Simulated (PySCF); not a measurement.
GaHF₂, SMILES [F][GaH][F].

Geometry: ωB97X-D3(BJ)/def2-TZVP.

Computed with PBE0/def2-TZVPD run with PySCF.

Symmetry labels are those of the subgroup C2v that the program uses (full group C2v).

Computed valence orbital energies around the gap with their symmetry:
```json
[
 {"orbital": "HOMO−7", "symmetry": "B2", "energy (eV)": "-24.28"},
 {"orbital": "HOMO−6", "symmetry": "A1", "energy (eV)": "-14.18"},
 {"orbital": "HOMO−5", "symmetry": "B2", "energy (eV)": "-12.21"},
 {"orbital": "HOMO−4", "symmetry": "A1", "energy (eV)": "-11.98"},
 {"orbital": "HOMO−3", "symmetry": "B1", "energy (eV)": "-11.67"},
 {"orbital": "HOMO−2", "symmetry": "A2", "energy (eV)": "-11.22"},
 {"orbital": "HOMO−1", "symmetry": "B2", "energy (eV)": "-11.04"},
 {"orbital": "HOMO", "symmetry": "A1", "energy (eV)": "-10.45"},
 {"orbital": "LUMO", "symmetry": "B1", "energy (eV)": "-1.45"},
 {"orbital": "LUMO+1", "symmetry": "A1", "energy (eV)": "-1.13"},
 {"orbital": "LUMO+2", "symmetry": "B2", "energy (eV)": "0.43"},
 {"orbital": "LUMO+3", "symmetry": "A1", "energy (eV)": "0.66"}
]
```
